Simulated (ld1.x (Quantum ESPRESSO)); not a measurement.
Cl, PAW: configuration errors across variants

```json
{
 "Element": "chlorine",
 "Generator": "ld1.x (Quantum ESPRESSO) 7.5",
 "Type": "PAW",
 "Functional": "PBE",
 "Relativity": "scalar-relativistic",
 "Frozen core": "[Ne]",
 "Valence charge": "7",
 "Reference configuration": "3s2 3p3 (charge +2)",
 "Partial waves": "3s (bound): rcut 1.25, rcutus 1.35 bohr; 3s channel at -0.05 Ry: rcut 1.25, rcutus 1.35 bohr; 3p (bound): rcut 0.80, rcutus 1.00 bohr; 3p channel at -1.3 Ry: rcut 0.80, rcutus 1.00 bohr",
 "Local potential": "all-electron potential smoothed inside 0.85 bohr (lloc = -2)",
 "Core correction": "Bessel-smoothed model core inside 0.95 bohr",
 "Augmentation charge": "PSQ, inside the norm-conserving radii"
}
```

All-electron excitation energies from the reference (eV): (1) 3s2 3p5 -39.322; (2) 3s2 3p4 -25.447; (3) 3s2 3p2 38.307; (4) 3s2 3p1 90.550; (5) 3s1 3p6 -27.169; (6) 3s2 3p4.5 -33.740; (7) 3s2 3p5.3 -41.460.

A true bound ghost makes a file unfit for plane-wave use even where its test errors are small: the radial tests pick states by their node count and pass the ghost by.

Errors AE − PS in meV (a dash: test not solved or not reliable):

```tsv
change	(1)	(2)	(3)	(4)	(5)	(6)	(7)	bound ghosts
base	-2.3	-0.5	-8.9	-43	-2.3	-1.5	-2.5	p
all radii but the core radius scaled by about 1.21 (s 1.64, p 1.20 bohr, rcut 1.52/0.96); local potential all-electron potential smoothed inside 1.02 bohr (lloc = -2)	-0.5	+0.3	-8.1	-38	+0.1	-0.2	-0.5	none
wave 3s channel at -0.05 Ry: rcut 1.25, rcutus 1.35 bohr becomes 3s channel at -2.03 Ry: rcut 1.25, rcutus 1.35 bohr	-2.3	-0.5	-8.9	-43	-2.3	-1.5	-2.5	p
core correction Bessel-smoothed model core inside 0.40 bohr	-2.2	-0.5	-8.8	-43	-2.2	-1.5	-2.4	p
local potential all-electron potential smoothed inside 0.75 bohr (lloc = -1)	-1.9	-0.4	-8.6	-41	-2.0	-1.3	-2.1	p
local potential all-electron potential smoothed inside 1.42 bohr (lloc = -2)	-8.1	-2.7	-12	-52	-9.5	-5.6	-9.1	p
waves 3s (bound): rcut 1.25, rcutus 1.96 bohr; 3s channel at -0.05 Ry: rcut 1.25, rcutus 1.96 bohr	-2.0	-0.2	-6.3	-21	-2.3	-1.1	-2.4	p
waves 3p (bound): rcut 0.80, rcutus 0.98 bohr; 3p channel at -1.3 Ry: rcut 0.80, rcutus 0.98 bohr	-2.3	-0.5	-8.9	-43	-2.3	-1.5	-2.5	p
type RRKJ; waves now 3s (bound): rc 1.35 bohr; 3p (bound): rc 1.00 bohr; local potential all-electron potential smoothed inside 1.25 bohr (lloc = -1); rho0 0.01	+38	+14	+16	+81	+28	+26	+44	none
local potential all-electron potential smoothed inside 1.08 bohr (lloc = -2)	-5.3	-1.3	-9.5	-44	-5.5	-3.3	-6.3	p
```

Give the same row for: type TM; waves now 3p (bound): rc 1.00 bohr; 3s (bound): rc 1.35 bohr; local potential the s channel.

+32, +12, +15, +73, +26, +22, +37; bound ghosts: none.
